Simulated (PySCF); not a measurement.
## How methods differ on the ionisation energy of Te(35+)

Te(35+) [Ne] 3s2 3p5 [3p1/2^2 3p3/2^3, M_J = 3/2] → Te(36+) [Ne] 3s2 3p4 [3p1/2^2 3p3/2^2, M_J = 2], as a difference of total energies. Calculation: PySCF 2.14, in an uncontracted even-tempered set (19 s from 6.6 bohr⁻², ratio 2.4; 14 p from 8.6 bohr⁻², ratio 2.4; 5 d from 34 bohr⁻², ratio 2.6; 4 f from 51 bohr⁻², ratio 2.6); the two-component X2C-1e Hamiltonian. Correlated levels: 1s2 frozen; the 56 highest virtual spinors dropped. "Screened" scales the spin-orbit matrix elements by Boettger's factors to mimic the two-electron term; Breit and QED terms are absent.

```csv
method,ionisation energy (eV)
GHF (spin-free),2405.8
GMP2 (spin-free),2406.8
GHF (screened spin-orbit),2387.4
GMP2 (screened spin-orbit),2388.4
```

Breit and QED terms and the two-electron picture change are absent.

The spin-free rows relax to the high-spin LS determinant and lack the spin-orbit shift.

The labels give the starting determinants; with spin-orbit coupling the two ends relaxed to ⟨J²⟩ = 3.75, ⟨L²⟩ = 2.01, ⟨S²⟩ = 0.76 and ⟨J²⟩ = 6.00, ⟨L²⟩ = 3.09, ⟨S²⟩ = 1.47.

For comparison: 2386 ± 5 eV (theoretical estimate listed by NIST; NIST Atomic Spectra Database, ionization energies).
